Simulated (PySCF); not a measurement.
PBE on C⁻ (carbon, charge -1), [He] 2s2 2p3, high-spin 4S determinant. Calculation: PySCF 2.14, in dyall-av3z (15s9p3d2f, 71 functions); scalar relativity by spin-free X2C-1e.

```
cycle= 1 E= -37.8617777582993  delta_E= 0.00187  |g|= 0.0978  |ddm|= 0.39
cycle= 2 E= -37.82575343836  delta_E= 0.036  |g|= 0.232  |ddm|= 0.422
cycle= 3 E= -37.8712159854442  delta_E= -0.0455  |g|= 0.0407  |ddm|= 0.19
cycle= 4 E= -37.8731408627771  delta_E= -0.00192  |g|= 0.00208  |ddm|= 0.0735
cycle= 5 E= -37.8731460337466  delta_E= -5.17e-06  |g|= 6.44e-05  |ddm|= 0.00559
cycle= 6 E= -37.8731460389885  delta_E= -5.24e-09  |g|= 2.77e-05  |ddm|= 0.000182
cycle= 7 E= -37.8731460397424  delta_E= -7.54e-10  |g|= 2.6e-06  |ddm|= 2.78e-05
converged SCF energy = -37.8731460397424  <S^2> = 3.7526633  2S+1 = 4.0013314
```

Highest occupied orbital energy: 1.761 eV; ⟨L²⟩ = 0.00; populations by l: s 4.00, p 3.00, d 0.00, f 0.00.

Task: Can this result be used?

Result: With care. The calculation finished and met its thresholds. At PBE the highest occupied level has a positive energy, so only the finite basis holds that electron; in a semilocal or global hybrid functional this comes from self-interaction and does not mean that the real anion is unbound.
